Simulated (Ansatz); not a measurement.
Computed with Ansatz on PBE0-D4/def2-TZVP structures; ΔE is electronic, products minus reactants. CBS: MP2 limit from def2 TZ/QZ plus the TZ coupled-cluster correction, frozen cores. This one scheme is used for every species. DFT in def2-TZVPP. def2 core potentials past Kr. For In outer-core shells are correlated without core-valence functions, which leaves a few kJ/mol of doubt a bond. Each species was taken in one conformer, which may not be the lowest.

Reaction (formal exchange of groups at the In–Si bond): `F[SiH2][InH2]` + `CB[SiH3]` → `[SiH3]B[CH2][InH2]` + `F[SiH3]`

| level | ΔE (kcal/mol) |
| --- | --- |
| revPBE-D4 | -5.3 |
| ωB97M-V | -6.3 |
| r2SCANh | -5.9 |
| BHLYP | -0.9 |
| LC-ωPBE | -3.0 |
| CCSD/def2-SVP | -4.0 |
| CCSD/def2-TZVPP | -6.4 |
| SCS-MP2/def2-QZVPP | -9.7 |

(1) What does CCSD(T)/CBS give? (Estimate.)

Largest T1 diagnostic among the species: 0.014.

Results:

(1) Ansatz gave: -9.9 kcal/mol. The listed levels differ from it by 4.6, 3.6, 4.0, 9.0, 6.9, 5.9, 3.5, 0.2 kcal/mol.

In def2-TZVPP, CCSD(T) changes the Hartree–Fock value by −12.4 kcal/mol (the triples alone add −2.4 kcal/mol) and MP2 by −15.4 kcal/mol. The D4 term adds −2.5 kcal/mol with B3LYP and −1.3 kcal/mol with PBE0; it sums over pairs of atoms, weighted by their polarisabilities, and B3LYP, whose exchange is more repulsive, gets the larger term. At CCSD(T), def2-SVP lies +3.8 kcal/mol from the extrapolated value and def2-TZVPP +1.1 kcal/mol.

B3LYP here is the variant with VWN-RPA as its local correlation; programs differ in this.
